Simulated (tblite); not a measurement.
titanium atom (Ti), triplet (GFN-xTB shapes and energies of metal compounds can be far from the true ones); tblite with GFN1-xTB.

tblite was given this input:
```
$ tblite run mol.xyz --method gfn1 --charge 0 --spin 2 --etemp 2000 --json tblite.json --no-restart

# file mol.xyz
1

Ti     0.00000000     0.00000000     0.00000000
```

Task: What does tblite print? Leave out banner, timings and long lists.

Result: 
```
xTB calculator
 | screened Coulomb repulsion
 | Coulomb electrostatics
 |  * isotropic Klopman-Ohno-Mataga-Nishimoto electrostatics
 |  * onsite third-order electrostatics
 | DFT-D3(BJ) dispersion correction

halogen bonding energy    0.0000000000000E+00 Eh
repulsion energy          0.0000000000000E+00 Eh
dispersion energy         0.0000000000000E+00 Eh
number of electrons       4.0000000000000E+00 e
integral cutoff           3.9599309224301E+01 bohr

------------------------------------------------------------
  cycle        total energy    energy error   density error
------------------------------------------------------------
      1     -1.062219796864  -1.0622198E+00   5.7699969E-01
      2     -1.165361449882  -1.0314165E-01   2.3077103E-01
      3     -1.165422137047  -6.0687166E-05   1.6434424E-01
      4     -1.167324442548  -1.9023055E-03   9.6304115E-03
      5     -1.167309572443   1.4870105E-05   1.2176182E-02
      6     -1.167316058381  -6.4859378E-06   1.1359734E-02
      7     -1.167329940651  -1.3882270E-05   8.1502385E-03
      8     -1.167339708884  -9.7682330E-06   5.2383308E-03
      9     -1.167344571214  -4.8623303E-06   2.6136645E-03
     10     -1.167346058668  -1.4874545E-06   8.4427123E-04
     11     -1.167346229523  -1.7085502E-07   4.6123191E-05
     12     -1.167346230028  -5.0454330E-10   1.7453381E-07
------------------------------------------------------------

electronic energy        -1.1673462300279E+00 Eh
total energy             -1.1673462300279E+00 Eh

Post processing:
 | Mayer-Wiberg bond orders

[Info] JSON dump of results written to 'tblite.json'
```
